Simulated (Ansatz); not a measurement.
Steps of a relaxation of CH₃AlFNO, SMILES `N=[C](O)[AlH][F]` with RKS PBE0-D4/def2-TZVP.

```sh
$ ansatz run in.yaml --threads 2 --pin off --events-out ev --progress --plain --max-ram 4352MiB
```

```yaml
crystal:
  periodic: [false, false, false]
  atoms:
    - {symbol: N, position_ang: [-1.294487, -0.621069, 0.191436]}
    - {symbol: C, position_ang: [-0.286650, 0.178922, 0.209105]}
    - {symbol: O, position_ang: [-0.195457, 1.391000, 0.817266]}
    - {symbol: Al, position_ang: [1.224756, -0.592649, -0.806525]}
    - {symbol: F, position_ang: [2.677736, 0.246111, -0.898432]}
    - {symbol: H, position_ang: [-2.119303, -0.260518, 0.718890]}
    - {symbol: H, position_ang: [-1.050051, 1.585054, 1.267238]}
    - {symbol: H, position_ang: [1.135556, -1.983951, -1.554777]}
basis:
  gaussian: {orbitals: def2-TZVP}
hamiltonian: {xc: pbe0, dispersion: d4}
relax: {f_tol: 0.005, max_steps: 150}
```

Positions (Å) and forces (eV/Å) along the path, 7 of 7 steps:

```xyz
8
step=1 energy=-13930.6739 eV
N    -1.294   -0.621    0.191    0.396    1.035    0.396
C    -0.287    0.179    0.209   -0.525   -0.388    0.011
O    -0.195    1.391    0.817   -0.833   -0.381    0.136
Al    1.225   -0.593   -0.807    0.618    0.241   -0.118
F     2.678    0.246   -0.898   -0.761   -0.399    0.076
H    -2.119   -0.261    0.719    0.472   -0.215   -0.309
H    -1.050    1.585    1.267    0.639   -0.090   -0.308
H     1.136   -1.984   -1.555   -0.006    0.198    0.117
8
step=2 energy=-13930.7092 eV
N    -1.284   -0.613    0.193    0.017    0.323    0.162
C    -0.284    0.176    0.206   -0.032   -0.075   -0.032
O    -0.200    1.382    0.813   -0.288   -0.150    0.035
Al    1.219   -0.595   -0.810    0.434    0.251   -0.011
F     2.656    0.248   -0.885   -0.457   -0.259    0.026
H    -2.099   -0.254    0.715    0.134   -0.111   -0.110
H    -1.044    1.575    1.259    0.202   -0.003   -0.084
H     1.129   -1.975   -1.548   -0.010    0.026    0.013
8
step=3 energy=-13930.7169 eV
N    -1.279   -0.608    0.192   -0.008    0.007    0.017
C    -0.281    0.176    0.205    0.038   -0.012   -0.012
O    -0.203    1.378    0.812    0.010   -0.007   -0.006
Al    1.223   -0.594   -0.804    0.030    0.036   -0.024
F     2.640    0.245   -0.884   -0.018   -0.016    0.008
H    -2.093   -0.257    0.711   -0.030   -0.016   -0.004
H    -1.041    1.573    1.257   -0.018    0.022    0.017
H     1.125   -1.970   -1.545   -0.003   -0.015    0.003
8
step=4 energy=-13930.7171 eV
N    -1.278   -0.609    0.195    0.003    0.017    0.000
C    -0.280    0.176    0.205   -0.003   -0.007   -0.014
O    -0.203    1.379    0.811    0.001    0.001   -0.003
Al    1.221   -0.589   -0.811    0.003   -0.018    0.021
F     2.643    0.241   -0.879    0.010    0.010   -0.007
H    -2.094   -0.261    0.712   -0.007   -0.014    0.003
H    -1.041    1.575    1.257   -0.002    0.008    0.006
H     1.123   -1.970   -1.544   -0.005    0.003   -0.008
8
step=5 energy=-13930.7172 eV
N    -1.278   -0.609    0.194    0.005    0.013    0.006
C    -0.280    0.177    0.204   -0.003   -0.008   -0.006
O    -0.203    1.379    0.811   -0.001   -0.001   -0.001
Al    1.223   -0.591   -0.808    0.000   -0.004    0.003
F     2.642    0.242   -0.881    0.005    0.003   -0.001
H    -2.094   -0.261    0.711   -0.004   -0.009   -0.002
H    -1.041    1.576    1.257    0.001    0.005    0.002
H     1.123   -1.970   -1.545   -0.002    0.001   -0.002
8
step=6 energy=-13930.7172 eV
N    -1.278   -0.609    0.194    0.004    0.006    0.003
C    -0.280    0.177    0.204   -0.003   -0.004   -0.001
O    -0.203    1.380    0.811   -0.001    0.000   -0.001
Al    1.223   -0.591   -0.808   -0.002   -0.001   -0.001
F     2.643    0.242   -0.881    0.003    0.001    0.001
H    -2.095   -0.263    0.711   -0.001   -0.004   -0.002
H    -1.040    1.577    1.257    0.001    0.002    0.000
H     1.122   -1.970   -1.545   -0.001    0.001    0.000
8
step=7 energy=-13930.7172 eV
N    -1.278   -0.609    0.195    0.001    0.000    0.001
C    -0.281    0.177    0.204   -0.001    0.001    0.001
O    -0.203    1.380    0.810    0.000    0.000   -0.001
Al    1.223   -0.591   -0.808   -0.002    0.000    0.000
F     2.644    0.242   -0.880    0.000   -0.001    0.001
H    -2.095   -0.265    0.712    0.000    0.000   -0.001
H    -1.040    1.578    1.257    0.000   -0.001   -0.001
H     1.121   -1.969   -1.546    0.000    0.001    0.000
```

It took 27 s on 2 threads of an AMD EPYC 7B13 on a shared host, with 0.4 GiB of host memory at the peak.
